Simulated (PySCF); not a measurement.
Calculation: PBE-D3(BJ)/def2-TZVP // B3LYP-D3(BJ)/def2-TZVP run with PySCF. Isolated molecules, 0 K electronic values unless said otherwise. Excitations are Tamm–Dancoff values on a coarser integration grid. The basis has no diffuse functions, so Rydberg states are missing or too high.

Reference species (SMILES): `[CH3][Ga]([CH3])[F]` (neutral, multiplicity 1).

- S1–T1 gap (TDA) = 0.27 eV
- LUMO = -1.45 eV
- HOMO = -6.70 eV

After one change: the S1–T1 gap (TDA) is nearly the same; the LUMO increases by 0.10 eV; the HOMO rises by 0.51 eV.

Task: Name the change that produced these shifts. The new species is one of these.
A. `[F][Ga]([F])[F]`
B. `[CH3][Ga]([F])[F]`
C. `[CH3][Ga]([CH3])[CH3]`

Result: C, `[CH3][Ga]([CH3])[CH3]`
